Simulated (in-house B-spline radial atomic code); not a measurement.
The numbers below are computed, except where a source is named.
Weak and strong correlation along the adiabatic connection

Two-electron singlets in several external potentials (atomic units), by full CI in B-splines with partial waves to l = 8 (correlation energies up to 0.6 % small). The repulsion is scaled by λ at fixed density; W(λ) is the mean repulsion less the Hartree energy, W(0) = E_x, and the area under W from 0 to 1 is E_xc.

Relative drop (W(λ) − E_x)/E_x:

```json
{"system": "−Z/r, Z = 7.27, wall at 2.3 bohr", "λ = 0.12": "0.0026", "λ = 0.25": "0.0053", "λ = 0.4": "0.0085", "λ = 0.6": "0.0126", "λ = 0.8": "0.0166", "λ = 1": "0.0205"}
{"system": "−V exp(−r²/w²), V = 13.5, w = 4.0", "λ = 0.12": "0.0139", "λ = 0.25": "0.0280", "λ = 0.4": "0.0430", "λ = 0.6": "0.0613", "λ = 0.8": "0.0777", "λ = 1": "0.0925"}
{"system": "empty sphere, radius 0.806 bohr", "λ = 0.12": "0.0060", "λ = 0.25": "0.0124", "λ = 0.4": "0.0194", "λ = 0.6": "0.0285", "λ = 0.8": "0.0372", "λ = 1": "0.0454"}
{"system": "−Z/r, Z = 0.5, wall at 4 bohr", "λ = 0.12": "0.0243", "λ = 0.25": "0.0475", "λ = 0.4": "0.0708", "λ = 0.6": "0.0972", "λ = 0.8": "0.1193", "λ = 1": "0.1380"}
{"system": "−V exp(−r²/w²), V = 0.958, w = 10.3", "λ = 0.12": "0.0465", "λ = 0.25": "0.0860", "λ = 0.4": "0.1215", "λ = 0.6": "0.1571", "λ = 0.8": "0.1838", "λ = 1": "0.2045"}
{"system": "ω²r²/2, ω = 0.0282", "λ = 0.12": "0.0997", "λ = 0.25": "0.1626", "λ = 0.4": "0.2065", "λ = 0.6": "0.2424", "λ = 0.8": "0.2655", "λ = 1": "0.2819"}
{"system": "empty sphere, radius 9.96 bohr", "λ = 0.12": "0.0790", "λ = 0.25": "0.1362", "λ = 0.4": "0.1804", "λ = 0.6": "0.2187", "λ = 0.8": "0.2442", "λ = 1": "0.2625"}
```

Question: Order the systems by how far second-order (GL2) theory, half the initial slope (estimated from the first points of each curve), overshoots the correlation energy, least first.
A. −V exp(−r²/w²), V = 0.958, w = 10.3
B. −V exp(−r²/w²), V = 13.5, w = 4.0
C. −Z/r, Z = 0.5, wall at 4 bohr
D. −Z/r, Z = 7.27, wall at 2.3 bohr
E. empty sphere, radius 0.806 bohr
F. ω²r²/2, ω = 0.0282
G. empty sphere, radius 9.96 bohr

Answer: D (GL2/E_c = 1.04), E (GL2/E_c = 1.08), B (GL2/E_c = 1.19), C (GL2/E_c = 1.36), A (GL2/E_c = 1.70), G (GL2/E_c = 2.21), F (GL2/E_c = 2.68).

Question: What else changes along this order?

Answer: The ratio follows the bend of the curve. With it the leading natural occupation goes from 1.999 to 1.615 and −T_c/E_c from 0.97 to 0.39 between the first and the last.
